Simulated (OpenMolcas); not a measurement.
## Potential curves of SnS: spin–orbit levels

Computed with OpenMolcas 26.06: state-averaged CASSCF(8,7) over Sn 5s 5p, S 3p, XMS-CASPT2 (IPEA 0.25, imaginary shift 0.2 hartree), scalar X2C, ANO-RCC-VTZP, then RASSI spin–orbit state interaction with atomic mean-field integrals. C2 symmetry about the axis (a holds Σ, Δ, Γ; b holds Π, Φ, H; Σ⁺ and Σ⁻ are not told apart); roots by multiplicity and irrep: 1a 5, 3a 4, 3b 6, 1b 2, 5b 2, 5a 1.

XMS-CASPT2 energies with spin–orbit state interaction in eV from the lowest point. Curves are followed by energy order within each symmetry, so they are adiabatic and may change character at avoided crossings; for Ω = 0 the + and − levels are counted together.

| R (Å) | (1)Ω=0 | (1)Ω=1 | (2)Ω=0 | (1)Ω=2 | (3)Ω=0 | (4)Ω=0 | (1)Ω=3 | (5)Ω=0 | (6)Ω=0 |
| --- | --- | --- | --- | --- | --- | --- | --- | --- | --- |
| 2.128 | 0.088 | 3.129 | 3.030 | 3.255 | 3.040 | 3.368 | 3.815 | 3.974 | 4.026 |
| 2.228 | 0.000 | 2.825 | 2.802 | 3.044 | 2.822 | 2.859 | 3.288 | 3.406 | 3.467 |
| 2.339 | 0.143 | 2.538 | 2.554 | 2.807 | 2.787 | 2.788 | 2.985 | 3.069 | 3.135 |
| 2.451 | 0.441 | 2.454 | 2.470 | 2.693 | 2.893 | 2.896 | 2.885 | 2.937 | 3.013 |
| 2.607 | 0.990 | 2.551 | 2.567 | 2.747 | 2.971 | 3.040 | 2.963 | 3.174 | 3.179 |
| 2.807 | 1.754 | 2.869 | 2.884 | 3.016 | 3.217 | 3.298 | 3.258 | 3.647 | 3.648 |
| 3.119 | 2.853 | 3.502 | 3.514 | 3.586 | 3.771 | 3.858 | 3.858 | 4.344 | 4.345 |
| 3.565 | 4.036 | 4.335 | 4.333 | 4.351 | 4.523 | 4.608 | 4.640 | 4.943 | 5.015 |
| 4.233 | 4.797 | 4.962 | 4.937 | 4.902 | 4.984 | 5.079 | 5.070 | 5.095 | 5.136 |

The 9 lowest clean curves are shown; the next is (2)Ω=2, from 3.02 eV. Left out for impure symmetry, kinks or missing points, though low: (2)Ω=1, (3)Ω=1. Only roots inside an energy window near the equilibrium distance were included, so the list of states is not complete; labels number the states computed. Each spin and symmetry block has orbitals of its own, averaged over its own roots, so gaps between blocks are less sure than gaps within one and near the minimum can be off by tenths of an eV, in bad cases by more. No Rydberg orbitals are active, so Rydberg states, and σ→σ* states whose orbital the CASSCF left unused, can be missing between those listed. CASPT2 splits the two components of degenerate states numerically, here by up to 68 cm⁻¹. At stretched bonds a block can hold a wrong CASSCF solution and miss its lowest state; points past a visible jump are left out. Points that failed a check (symmetry, reference weights, a jump) are left out.
